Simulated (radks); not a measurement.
Question: Ionisation ladder of gold, from Au I to Au XXII. Each ion is in the ground configuration listed by NIST, and IE = E(next ion) - E(this ion). All-electron calculation, scalar-relativistic Kohn-Sham, PBEsol, spin-polarised, spherical densities, finite nucleus; open shells are filled with parallel spins first (spin-orbit coupling, left out, can overturn this in heavy ions); Fermi nuclear charge, rms radius 5.4371 fm. Program: a radial shooting solver on a logarithmic mesh with Libxc functionals.

| species | configuration | IE, Delta-SCF (eV) | -e(HOMO) (eV) | HOMO | <r> HOMO (bohr) |
|---|---|---|---|---|---|
| Au I | [Xe] 4f14 5d10 6s1 | 9.624 | 6.130 | 6s up | 2.84 |
| Au II | [Xe] 4f14 5d10 | 21.075 | 15.357 | 5d | 1.57 |
| Au III | [Xe] 4f14 5d9 | 33.359 | 27.024 | 5d down | 1.50 |
| Au IV | [Xe] 4f14 5d8 | 46.708 | 39.885 | 5d down | 1.44 |
| Au V | [Xe] 4f14 5d7 | 60.918 | 53.699 | 5d down | 1.38 |
| Au VI | [Xe] 4f14 5d6 | 75.831 | 68.292 | 5d down | 1.34 |
| Au VII | [Xe] 4f14 5d5 | 96.450 | 88.231 | 5d up | 1.30 |
| Au VIII | [Xe] 4f14 5d4 | 113.35 | 104.84 | 5d up | 1.26 |
| Au IX | [Xe] 4f14 5d3 | 130.80 | 122.04 | 5d up | 1.23 |
| Au X | [Xe] 4f14 5d2 | 148.72 | 139.74 | 5d up | 1.20 |
| Au XI | [Xe] 4f14 5d1 | 167.05 | 157.89 | 5d up | 1.18 |
| Au XII | [Xe] 4f14 | ? | 241.98 | 5p | 0.984 |
| Au XIII | [Kr] 4d10 4f14 5s2 5p5 | 274.69 | 263.87 | 5p down | 0.972 |
| Au XIV | [Kr] 4d10 4f14 5s2 5p4 | 296.70 | 285.88 | 5p down | 0.960 |
| Au XV | [Kr] 4d10 4f14 5s2 5p3 | 324.62 | 313.27 | 5p up | 0.948 |
| Au XVI | [Kr] 4d10 4f14 5s2 5p2 | ? | 336.40 | 5p up | 0.937 |
| Au XVII | [Kr] 4d10 4f14 5s2 5p1 | ? | 359.61 | 5p up | 0.926 |
| Au XVIII | [Kr] 4d10 4f14 5s2 | 462.28 | 441.69 | 4f | 0.475 |
| Au XIX | [Kr] 4d10 4f13 5s2 | ? | 473.05 | 5s down | 0.830 |
| Au XX | [Kr] 4d10 4f12 5s2 | 517.31 | 504.60 | 5s down | 0.818 |
| Au XXI | [Kr] 4d10 4f12 5s1 | 547.55 | 534.58 | 5s up | 0.809 |
| Au XXII | [Kr] 4d10 4f12 | 613.66 | 591.21 | 4f down | 0.453 |

Estimate the withheld Delta-SCF values.

Answer: Au XII: 252.74 eV (NIST 248); Au XVI: 347.79 eV (NIST 365); Au XVII: 370.96 eV (NIST 392); Au XIX: 504.41 eV (NIST 487).
